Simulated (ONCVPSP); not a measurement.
## Which change was made? (Hg, ONCV)

```json
{"Element": "Hg (Z = 80)", "Generator": "ONCVPSP 4.0.1", "Type": "optimised norm-conserving Vanderbilt (ONCV)", "Functional": "PBEsol", "Relativity": "fully relativistic", "Frozen core": "[Kr] 4d10", "Valence charge": "34", "Reference configuration": "4f14 5s2 5p6 5d10 6s1.5 (charge +0.5)", "Partial waves": "5s+6s: rc 1.35 bohr, ncon 4, nbas 8, qcut 9 1/bohr, 2 projectors; 5p: rc 1.80 bohr, ncon 4, nbas 7, qcut 8.6 1/bohr, 1 projector; 5d: rc 2.00 bohr, ncon 4, nbas 8, qcut 8.6 1/bohr, 2 projectors, debl 3.6 Ha; 4f: rc 0.90 bohr, ncon 4, nbas 9, qcut 20.6 1/bohr, 3 projectors, debl 2.9 Ha", "Local potential": "polynomial inside 0.80 bohr (lpopt 5, dvloc0 0 Ha)", "Core correction": "none"}
```

Open shells are filled in proportion to 2j + 1.

In the f channel the program set the typed energies aside and used -3.609, 0.250, 3.150 Ha (j = l + 1/2; the other j can differ).

Cutoffs, loose and tight: the cutoffs (Ha) at which the residual kinetic energy of the hardest occupied pseudo-wave falls to 1 and 0.1 mHa per electron. They do not see the model core or the augmentation charge, which bear on the density cutoff. Test errors are all-electron minus pseudo excitation energies from the reference, over the configurations 4f14 5s2 5p6 5d10 6s2; 4f14 5s2 5p6 5d10 6s1; 4f14 5s2 5p6 5d10 6s0; 4f14 5s1 5p6 5d10 6s2; variants that change the core or the reference have their own tests.

The base gives: outcome: generated, projector energies reset by the program; cutoff, loose: 180 Ha; cutoff, tight: 194 Ha; bound ghosts: s, p3/2, p1/2; GHOST(+) flags above zero: none; largest test error (meV): +75.

(1) After one change the result is: outcome: generated, projector energies reset by the program; cutoff, loose: 180 Ha; cutoff, tight: 194 Ha; bound ghosts: s, p1/2; GHOST(+) flags above zero: none; largest test error (meV): 4 of 4 tests not solved or not reliable. Which change was it?
A. local potential polynomial inside 0.80 bohr (lpopt 5, dvloc0 -2.5 Ha)
B. local potential polynomial inside 0.80 bohr (lpopt 5, dvloc0 5 Ha)
C. local potential polynomial inside 0.80 bohr (lpopt 5, dvloc0 3.5 Ha)

Answers

(1) A. The others give: local potential polynomial inside 0.80 bohr (lpopt 5, dvloc0 3.5 Ha) → outcome: generated, projector energies reset by the program; cutoff, loose: 180 Ha; cutoff, tight: 194 Ha; bound ghosts: s, p3/2; GHOST(+) flags above zero: none; largest test error (meV): +23 | local potential polynomial inside 0.80 bohr (lpopt 5, dvloc0 5 Ha) → outcome: generated, projector energies reset by the program; cutoff, loose: 180 Ha; cutoff, tight: 194 Ha; bound ghosts: s, p3/2; GHOST(+) flags above zero: none; largest test error (meV): +3.1.
